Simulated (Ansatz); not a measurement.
`B[SiH](N)F` + HCl → `B[SiH](F)Cl` + NH₃  (ligand exchange at the Si–N bond)

Calculated with Ansatz (gas phase, PBE0-D4/def2-TZVP geometries, no zero-point term in ΔE). CCSD(T)/CBS adds triple-zeta CCSD(T) − MP2 to the extrapolated MP2 energy (def2 sets, frozen cores). This one scheme is used for every species. Functionals use def2-TZVPP. HSE06 is defined as in plane-wave codes. Each species was taken in one conformer, which may not be the lowest.

`B[SiH](N)F`:

```xyz
9

B     0.487   -1.513   -0.308
Si   -0.530    0.050    0.430
N     0.278    1.446   -0.114
F    -2.051   -0.090   -0.090
H     0.942   -2.388    0.367
H     0.694   -1.574   -1.487
H    -0.635    0.190    1.903
H     0.225    2.330    0.365
H     0.589    1.550   -1.066
```

HCl:

Cartesian coordinates in Å:
```
Cl -0.617 0.130 -0.105
H 0.617 -0.130 0.105
```

`B[SiH](F)Cl`:

```xyz
7

B     0.875    0.513   -0.685
Si   -0.577   -0.136    0.524
F    -2.034    0.357    0.101
Cl   -0.457   -2.166    0.205
H     2.006    0.534   -0.301
H     0.649    0.794   -1.823
H    -0.461    0.104    1.980
```

NH₃:

Z-matrix (Å, degrees):
```
N
H 1 1.013
H 1 1.013 2 107.1
H 1 1.013 2 107.1 3 -114.5
```

| level | ΔE (kJ/mol) |
| --- | --- |
| CAM-B3LYP-D4 | -32.9 |
| HSE06 | -40.8 |
| LC-ωPBE | -34.6 |
| CCSD(T)/def2-TZVPP | -35.0 |

What does CCSD(T)/CBS give? (An estimate is asked.)

Computed: -37.9 kJ/mol. The listed levels differ from it by 5.0, -2.9, 3.3, 2.9 kJ/mol.

Largest T1 diagnostic among the species: 0.012.

Leaving LDA and LC-ωPBE aside and taking each functional with its dispersion term where it has one, the values, not all of them listed here, spread over 9.6 kJ/mol, from B97M-V to CAM-B3LYP-D4. LDA lies +9.0 kJ/mol from PBE without D4. At CCSD(T), def2-SVP lies +5.4 kJ/mol from the extrapolated value and def2-TZVPP +2.8 kJ/mol.
